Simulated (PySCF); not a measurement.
Work out the structure from these simulated measurements.

Formula: CH8NPSi3.

| Quantity | Value |
| --- | --- |
| NMR, other nuclei | isotropic shieldings of nuclei other than C and H, by class: -101 (1 N), 421 (1 Si), 429 (2 Si), 676 (1 P) ppm [GIAO PBE0/pcSseg-1] |
| Triplet | lowest triplet excitation (Tamm–Dancoff): 4.93 eV [TDA PBE0/def2-SVPD] |
| 13C NMR | chemical shifts (computed TMS as zero) by class: 120.8 (1 C) ppm [GIAO PBE0/pcSseg-1] |
| Polarisability | 124.0 au [PBE0/def2-SVPD] |
| 1H NMR | chemical shifts (computed TMS as zero) by class: 4.70 (2 H), 4.26 (6 H) ppm [GIAO PBE0/pcSseg-1] |
| UV, first state | lowest singlet excitation: 5.49 eV (226 nm, f = 0.053) [TDDFT PBE0/def2-SVPD] |
| Rotational structure | rotational constants A, B, C: 1.548, 1.112, 0.951 GHz [GFN2-xTB] |

Gas-phase values; electronic properties from PySCF, density fitting. Levels stand in brackets. Geometry: GFN2-xTB, one conformer, isolated molecule. NMR classes are plain means over equivalent atoms (diastereotopic ones count apart unless rotation or inversion swaps them), as if these changed places fast.

Problem. What is the compound? Reason from the data.

Solution. Numbering: `[N:1]#[C:2][SiH2:3][P:4]([SiH3:5])[SiH3:6]`. The one carbon: cyano carbon [C2] (120.8 ppm). Hydrogen classes from least to most shielded: 2 H on an SiH2 silicon, Si3 (4.70 ppm), 6 H on 2 SiH3 silicons, Si5/Si6 (4.26 ppm). The other shieldings belong to: -101 ppm, cyano nitrogen [N1]; 421 ppm, SiH2 silicon [Si3]; 429 ppm, SiH3 silicon [Si5/Si6]; 676 ppm, three-coordinate phosphorus [P4]. S1 is mainly HOMO→LUMO (weight 0.90); the largest Löwdin shares of the orbital it empties are 0.61 on the three-coordinate phosphorus, 0.09 on each of 2 atoms of one kind (SiH3 silicon) and 0.07 on the SiH2 silicon, of the orbital it fills 0.21 on the SiH2 silicon, 0.20 on the cyano carbon, 0.18 on the cyano nitrogen and 0.17 on the three-coordinate phosphorus. The optimised geometry has point group Cs and is an asymmetric top. Structure: `N#C[SiH2]P([SiH3])[SiH3]`. The assignments are read from this structure; whether some other isomer fits the data as well wasn't checked.

The values belong to the conformer `[N:1]#[C:2][SiH2:3][P:4]([SiH3:5])[SiH3:6]`: C2–Si3–P4–Si5 53°.
